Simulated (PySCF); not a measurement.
CH5F2NSi. Atoms are numbered in the order given.

```xyz
10

Si     0.5054    -0.1934    -0.0662
F      1.4962     0.2502     1.1282
F      0.9989     0.6924    -1.3274
N     -1.0867     0.1081     0.4285
C     -2.2637    -0.5808    -0.0486
H      0.6843    -1.6118    -0.4330
H     -1.2729     0.9298     0.9933
H     -1.9710    -1.5058    -0.5692
H     -2.8589     0.0177    -0.7611
H     -2.9256    -0.8780     0.7818
```
Charge 0, spin multiplicity 1.

Coordinates come from a PBE0-D3(BJ)/def2-SVP optimisation. This is a generated structure with no PubChem entry under its InChIKey; it may be hypothetical. One conformer was computed; it need not be the lowest.

The numbers are results of B3LYP/pcSseg-1 (PySCF), not measurements.

GIAO shieldings, no solvent; atoms listed in one row are averaged. δ = σ(ref) − σ: ²⁹Si against TMS (σ = 338.7 ppm); ¹⁹F against CFCl3 (σ = 161.7 ppm); ¹⁵N against NH3 (σ = 265.5 ppm); ¹³C against TMS (σ = 181.3 ppm); ¹H against TMS (σ = 31.68 ppm), references at their B3LYP-D3(BJ)/def2-TZVP geometries, non-relativistic.

Computed chemical shifts:
| nucleus | atoms | count | δ (ppm) |
|---|---|---|---|
| ²⁹Si | Si1 | 1 | -44.8 |
| ¹⁹F | F3 | 1 | -140.3 |
| ¹⁹F | F2 | 1 | -169.9 |
| ¹⁵N | N4 | 1 | 41.3 |
| ¹³C | C5 | 1 | 29.7 |
| ¹H | H6 | 1 | 4.64 |
| ¹H | H8, H9, H10 | 3 | 2.95 |
| ¹H | H7 | 1 | 1.14 |
